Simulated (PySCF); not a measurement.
**Levels of As(20+) from EOM-EA-GCCSD**

Reference: closed-shell As(21+), [Ne] 3s2; one electron is added. Calculated with PySCF 2.14, two-component X2C-1e with screened spin-orbit coupling, an even-tempered Gaussian basis (18 s from 0.82 bohr⁻², ratio 2.6; 13 p from 1.1 bohr⁻², ratio 2.6; 7 d from 1.1 bohr⁻², ratio 2.8; 4 f from 17 bohr⁻², ratio 2.8); frozen 1s2; the 48 highest virtual spinors dropped; of the others 56 kept and the rest restored at second order. No Breit or QED terms. Binding energies in eV.

```csv
level,Koopmans,second order,EOM-CCSD
3p1/2,818.26,820.07,819.89
3p3/2,810.03,811.90,811.80
3d3/2,731.98,near a pole,729.08
3d5/2,730.63,near a pole,728.23
```

Electric-dipole lines between these computed levels:

| lower | upper | ΔE (eV) | vacuum wavelength (nm) |
| --- | --- | --- | --- |
| 3p1/2 | 3d3/2 | 90.803 | 13.65 |
| 3p3/2 | 3d3/2 | 82.719 | 14.99 |
| 3p3/2 | 3d5/2 | 83.569 | 14.84 |

In EOM-CCSD the overlap with the one-orbital guess is low for 3d3/2 (weight 0.79), 3d5/2 (weight 0.83). That can mean mixing with two-particle, one-hole states, where second order and EOM-CCSD lose accuracy, or only a rotation among the degenerate components of the shell; the terms of those configurations are not listed.

For comparison, the ionisation energy of As(20+) is 814 ± 4 eV (semi-empirical (NIST evaluation); NIST Atomic Spectra Database, ionization energies).

Only part of the computed levels is shown.
